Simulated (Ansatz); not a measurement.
Results of the Gaussian-basis code of Ansatz.

CH$_{5}$FInNO (`C[O][In]([NH2])[F]`) at its PBE0-D4/def2-TZVP geometry, where that method's forces vanish. Total charge 0; spin multiplicity 1. In takes the def2 core potential.

| atom | x (Å) | y (Å) | z (Å) |
| --- | --- | --- | --- |
| C1 | 1.622 | 0.960 | -0.949 |
| O2 | 0.508 | 1.046 | -0.088 |
| In3 | -0.642 | -0.503 | 0.265 |
| N4 | -2.306 | -0.658 | 1.364 |
| F5 | -0.128 | -2.024 | -0.853 |
| H6 | 1.571 | 0.116 | -1.647 |
| H7 | 2.550 | 0.866 | -0.373 |
| H8 | 1.681 | 1.882 | -1.537 |
| H9 | -2.328 | -0.075 | 2.189 |
| H10 | -2.527 | -1.609 | 1.629 |

Question: For each bond, give half the difference of the two atoms' forces along it (eV/Å; positive pushes the atoms apart) under PBE-D4, r2SCAN-D4, B3LYP-D4, ωB97M-V in def2-TZVPP. (An estimate is asked.)

Answer: The calculation gave: 
| bond | length (Å) | PBE-D4 | r2SCAN-D4 | B3LYP-D4 | ωB97M-V |
| --- | --- | --- | --- | --- | --- |
| C1–O2 | 1.410 | 0.27 | 0.28 | 0.29 | 0.31 |
| C1–H6 | 1.096 | 0.03 | -0.08 | -0.10 | -0.10 |
| C1–H7 | 1.097 | 0.07 | -0.06 | -0.10 | -0.11 |
| C1–H8 | 1.095 | 0.10 | -0.04 | -0.11 | -0.13 |
| O2–In3 | 1.961 | 0.20 | 0.03 | 0.06 | -0.10 |
| In3–N4 | 2.001 | -0.04 | 0.04 | 0.10 | -0.01 |
| In3–F5 | 1.956 | 0.37 | 0.06 | 0.20 | 0.01 |
| N4–H9 | 1.011 | 0.22 | 0.02 | -0.05 | -0.04 |
| N4–H10 | 1.011 | 0.22 | 0.02 | -0.05 | -0.04 |

B3LYP here is the variant with VWN-RPA as its local correlation; programs differ in this.
